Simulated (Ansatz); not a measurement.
Species: sum formula Si2N2H7, net charge -1, singlet state. It need not be the lowest isomer of its formula. Whether it binds its extra electron was not tested at this geometry. 
Geometry from a B3LYP-D3(BJ)/def2-TZVP (Ansatz, a quantum-chemistry and plane-wave program) optimisation:
```
N
H 1 1.0101
Si 1 1.6906 2 117.94
N 3 1.7572 1 118.03 2 -115.84
H 4 1.0144 3 112.83 1 51.70
H 4 1.0153 5 106.43 3 121.39
H 3 1.4901 1 114.01 2 124.22
H 3 1.4993 7 107.96 4 -111.06
Si 1 1.8442 2 120.45 3 -172.92
H 9 1.5431 1 99.01 2 -47.20
H 9 1.5457 10 93.49 1 -99.83
```
Charge -1, spin multiplicity 1.

Basis-set convergence of Hartree-Fock and MP2 correlation energies (hartree) with Ansatz. Valence correlation only, unless marked. No spin-orbit coupling. Non-relativistic.

```json
[
 {"basis": "aug-cc-pV(D+d)Z", "functions": "173", "E(HF)": "-690.91184", "E(corr, MP2)": "-0.59610"},
 {"basis": "aug-cc-pV(T+d)Z", "functions": "363", "E(HF)": "-690.97024", "E(corr, MP2)": "-0.71315"},
 {"basis": "aug-cc-pV(Q+d)Z", "functions": "660", "E(HF)": "-690.98356", "E(corr, MP2)": "-0.75476"}
]
```

Extrapolating the two largest sets (X = 3 and 4) as X^-3: E(corr) = (64·(-0.75476) - 27·(-0.71315))/37 = -0.7851 Eh, an estimate of the basis-set limit. The largest set recovers 96.1 % of it, the smallest 75.9 %.
